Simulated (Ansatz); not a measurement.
`[CH3][Ta]([NH2])(=[O])[F]` and `[NH2][Ta](=[O])([OH])[F]` differ in one atom or group.

Ansatz, PBE0-D4/def2-TZVP geometries, multiplicity 1. Each molecule was computed in one conformer, which needn't be the lowest.

Elements past krypton have def2 core potentials.

```json
{"property": "zero-point energy (PBE0-D4/def2-TZVP) / kJ/mol", "`[CH3][Ta]([NH2])(=[O])[F]`": "172.1"}
{"property": "HOMO energy (PBE/def2-TZVPP) / eV", "`[CH3][Ta]([NH2])(=[O])[F]`": "-6.91"}
{"property": "HOMO–LUMO gap (PBE/def2-TZVPP) / eV", "`[CH3][Ta]([NH2])(=[O])[F]`": "4.97"}
{"property": "size of the dipole moment (PBE/def2-TZVPP) / D", "`[CH3][Ta]([NH2])(=[O])[F]`": "3.56"}
{"property": "size of the dipole moment (ωB97M-V/def2-TZVPP) / D", "`[CH3][Ta]([NH2])(=[O])[F]`": "3.74"}
{"property": "LUMO energy (ωB97M-V/def2-TZVPP) / eV", "`[CH3][Ta]([NH2])(=[O])[F]`": "0.90"}
```

Q: Give the same properties after the change, and the shifts. (Estimate.)

A: The calculation gave: 
| property | `[NH2][Ta](=[O])([OH])[F]` | shift |
| --- | --- | --- |
| zero-point energy (PBE0-D4/def2-TZVP) / kJ/mol | 114.9 | -57.2 |
| HOMO energy (PBE/def2-TZVPP) / eV | -6.86 | 0.05 |
| HOMO–LUMO gap (PBE/def2-TZVPP) / eV | 5.40 | 0.43 |
| size of the dipole moment (PBE/def2-TZVPP) / D | 3.13 | -0.43 |
| size of the dipole moment (ωB97M-V/def2-TZVPP) / D | 3.26 | -0.48 |
| LUMO energy (ωB97M-V/def2-TZVPP) / eV | 0.90 | 0.00 |

The zero-point energy changes by -57.2 kJ/mol with -6 modes. Dipoles are sizes alone; their direction can turn.
